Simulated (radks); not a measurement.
Task: The mean radii <r> (bohr) of the occupied orbitals of an atom or ion are listed with their occupations. Calculated with a radial shooting solver on a logarithmic mesh with Libxc functionals: Dirac Kohn-Sham, LDA (Slater exchange, Perdew-Wang correlation), spin-unpolarised, spherical densities, finite nucleus; Fermi nuclear charge, rms radius of each element as measured or else 0.836 A^(1/3) + 0.57 fm.

orbital  occ.      <r>
1s1/2       2  0.02908
2s1/2       2   0.1252
2p1/2       2   0.1058
2p3/2       4   0.1112
3s1/2       2   0.3397
3p1/2       2   0.3303
3p3/2       4   0.3415
3d3/2       4   0.3127
3d5/2       6   0.3163
4s1/2       2   0.8184
4p1/2       2   0.8652
4p3/2       4   0.8955
4d3/2       4    1.090
4d5/2       6    1.105
5s1/2       2    2.299
5p1/2       1    2.809

Name the element and its charge. Open shells, if any, fill j = l - 1/2 first.

Result: Z = 50, tin, charge +1: Sn+ in [Kr] 4d10 5s2 5p1. The 1s radius gives Z: for a bare nucleus <r> = (2 gamma + 1)/(2Z) with gamma = sqrt(1 - (Z/c)^2), 0.02862 bohr for Z = 50, and screening makes it slightly larger (0.02908 here). The occupations add up to 49, and the charge is Z minus that.
